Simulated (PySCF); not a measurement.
CuF₂, SMILES [F][Cu-][F], charge -1, multiplicity 1.

Geometry: B3LYP-D3(BJ)/def2-TZVPD. The multiplicity is an assumed one; other spin states were not compared.

Method: PBE0/def2-TZVPD (PySCF).

| Item | Result |
|---|---|
| total energy | -1839.99796 hartree |
| point group | D∞h |
| highest occupied level | -1.12 eV |
| lowest empty level | 4.07 eV |
| orbital gap | 5.20 eV |
| dipole moment about the centre of nuclear charge | 0.00 D |
| mean static polarisability | 35.5 bohr³ (5.26 Å³) |
| polarisability, principal values | 34.6, 35.9, 35.9 bohr³ |
